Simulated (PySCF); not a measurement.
Coordinates in bohr (charge 0 multiplicity 2):
```
Ru    0.1399   -0.0411    0.0000
N     2.9729   -0.8729    0.0000
F    -1.4947    0.4389   -3.0712
F    -1.4947    0.4389    3.0712
```

All numbers come from PySCF, UPBE0, basis Ru def2-TZVP with ECP28, N def2-TZVP, F def2-TZVP (scalar-relativistic core potentials, no spin–orbit coupling, density fitting).

This geometry of RuNF2 is a stationary point at this level.

**Question.** What is the point group?

**Answer.** C2v.

**Question.** Is it a minimum?

**Answer.** Yes: all harmonic wavenumbers are real.

**Question.** Give the ideal-gas entropy at 298.15 K and 1 bar by parts.

**Answer.** translation 171.7, rotation 100.4, vibration 33.4, spin 5.8; total 311.2 J/(mol K).

**Question.** What is the atomisation energy, with and without zero-point energy?

**Answer.** 1294 kJ/mol without, 1276 kJ/mol with.

This need not be the most stable arrangement of these atoms. With open d or f shells other occupations or spin states may lie lower.
